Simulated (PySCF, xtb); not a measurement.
CCl₂, SMILES [C](Cl)Cl (connectivity only; charge and spin as stated), neutral, multiplicity 1.

Harmonic wavenumbers (cm⁻¹) from GFN2-xTB run with xtb 6.7.1 at its own minimum, in rising order: 332, 742, 783.

What does PBE-D3(BJ)/def2-TZVP (PySCF) give at its own minimum? (Estimate from the structure and the level; the computed values follow.)

319, 699, 720. Paired by order, the mean absolute difference is 39 cm⁻¹ and the zero-point energies are 2.7 and 2.5 kcal/mol.
